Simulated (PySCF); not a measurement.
## Radial density of Sc (scandium, neutral)

BHandHLYP, [Ar] 3d1 4s2, 2D determinant. All numbers are calculated (PySCF 2.14, scalar relativity by spin-free X2C-1e, in aug-cc-pVQZ-DK (9s8p6d4f3g2h, 140 functions)).

```csv
r (bohr),4πr²ρ (e/bohr),4πr²(ρα − ρβ)
0.00125,0.1546,0.0000
0.00210,0.3967,0.0000
0.00354,0.9980,0.0000
0.00595,2.428,0.0000
0.0100,5.559,0.0000
0.0168,11.44,0.0000
0.0283,19.60,0.0001
0.0476,24.83,0.0000
0.0801,21.13,-0.0001
0.135,18.92,0.0014
0.227,26.25,0.0182
0.381,16.41,0.1071
0.641,6.957,0.3480
1.08,8.449,0.5433
1.81,2.419,0.3785
3.05,0.8066,0.1184
5.13,0.2766,0.0052
8.63,0.01293,-0.0006
14.5,1.927e-05,0.0000
```

Densities and radii are taken from the X2C orbitals without a picture-change correction, which distorts them close to the nucleus.
